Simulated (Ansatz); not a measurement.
Molecule: C$_{4}$H$_{2}$FO, charge 0, multiplicity 2. It need not be the lowest isomer of its formula. SMILES: c1(F)occ[c]1
Geometry from a B3LYP-D3(BJ)/def2-TZVP (Ansatz, a first-principles code) optimisation:
```xyz
8

F      1.9972     0.0703     0.0977
C      0.6981    -0.1103     0.0517
C     -0.0973    -1.1862     0.1494
C     -1.4460    -0.7485     0.0202
C     -1.3575     0.5947    -0.1502
O     -0.0413     1.0039    -0.1331
H     -2.3454    -1.3382     0.0489
H     -2.0825     1.3753    -0.2907
```
Charge 0, spin multiplicity 2.

Atomisation energy built up term by term with Ansatz (kcal/mol; UHF references for open shells; valence terms freeze the core; atomic spin-orbit terms are left out). Basis-set limits of correlation are two-point, X^-3; Hartree-Fock from the larger set.

The UHF reference is spin-contaminated (<S^2> 0.30 over the pure value in the largest basis). 

```json
[
 {"term": "Hartree-Fock", "basis": "cc-pVQZ", "kcal/mol": "?"},
 {"term": "CCSD correlation", "basis": "CBS(cc-pVTZ,cc-pVQZ)", "kcal/mol": "?"},
 {"term": "(T)", "basis": "CBS(cc-pVTZ,cc-pVQZ)", "kcal/mol": "24.81"},
 {"term": "core correlation", "basis": "cc-pwCVTZ", "kcal/mol": "4.82"},
 {"term": "scalar relativity (X2C)", "basis": "cc-pVTZ-DK against cc-pVTZ", "kcal/mol": "-1.09"},
 {"term": "sum: De", "basis": "", "kcal/mol": "?"}
]
```

**Question.** What belongs in the gaps?

**Answer.** 
- Hartree-Fock, kcal/mol: 598.20
- CCSD correlation, kcal/mol: 244.98
- sum: De, kcal/mol: 871.7
